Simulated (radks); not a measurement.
Question: The mean radii <r> (bohr) of the occupied orbitals of an atom or ion are listed with their occupations. Method: non-relativistic Kohn-Sham, r2SCAN, spin-unpolarised, spherical densities, point nucleus; meta-GGA in the generalised Kohn-Sham scheme; computed with a radial shooting solver on a logarithmic mesh with Libxc functionals.

orbital  occ.      <r>
1s          2  0.09730
2s          2   0.4790
2p          6   0.4422
3s          2    1.653
3p          3    1.894

Name the element and its charge.

Answer: Z = 16, sulfur, charge +1: S+ in [Ne] 3s2 3p3. The 1s radius gives Z: for a bare nucleus <r> = 1.5/Z, 0.09375 bohr for Z = 16, and screening makes it slightly larger (0.09730 here). The occupations add up to 15, and the charge is Z minus that.
